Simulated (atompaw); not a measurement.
## What one change does to a pseudopotential (beryllium, PAW (atompaw))

| Item | Value |
| --- | --- |
| Element | Be |
| Generator | atompaw 4.2.0.5 |
| Type | PAW |
| Functional | LDA (PW92) |
| Relativity | scalar-relativistic |
| Frozen core | [He] |
| Valence charge | 2 |
| Reference configuration | 2s1.5 2p0.5 |
| Partial waves | 2s (bound): rc 2.15 bohr; 2s channel at 0.7 Ry: rc 3.00 bohr; 2p (bound): rc 3.00 bohr; 2p channel at 0.75 Ry: rc 3.00 bohr |
| Local potential | bessel scheme, radius 2.20 bohr |
| Core correction | smooth core density matched at 1.70 bohr |
| Augmentation charge | sinc compensation charge, radius 2.95 bohr; PAW radius 3.00 bohr; waves and projectors: custom polynom2 7 10 vanderbiltortho |

Change: augmentation sinc compensation charge, radius 2.95 bohr; PAW radius 3.00 bohr; waves and projectors: custom rrkj gramschmidtortho.

Cutoffs: the cutoffs (Ry, on a coarse ladder) from which the occupation-weighted sum of valence levels, in a spherical-Bessel basis at the reference potential, stays within 10 and 1 mRy of its value at 400 Ry; they do not see the model core or the augmentation charge, which bear on the density cutoff.

Q: What does the change do?

A: Both files are very soft, the changed one slightly softer (loose and tight cutoff 6 and 10 Ry → 6 and 6 Ry on this coarse ladder); the range in which the p phases agree widens (upper end 1.6 → at the end of the scan); neither file shows a bound ghost.

```tsv
quantity	base	changed
cutoff, loose	6 Ry	6 Ry
cutoff, tight	10 Ry	6 Ry
bound ghosts	none	none
s: phases at 3.01 bohr within 0.05 rad from the reference energy up to (Ry; the scan ends near 5)	1.4	1.8
p: phases at 3.01 bohr within 0.05 rad from the reference energy up to (Ry; the scan ends near 5)	1.6	to the end of the scan
lowest overlap eigenvalue by channel	s 0.55, p 0.89	s 0.38, p 0.65
```

 The cutoffs see the waves, projectors and local potential, not the compensation charge or the core.
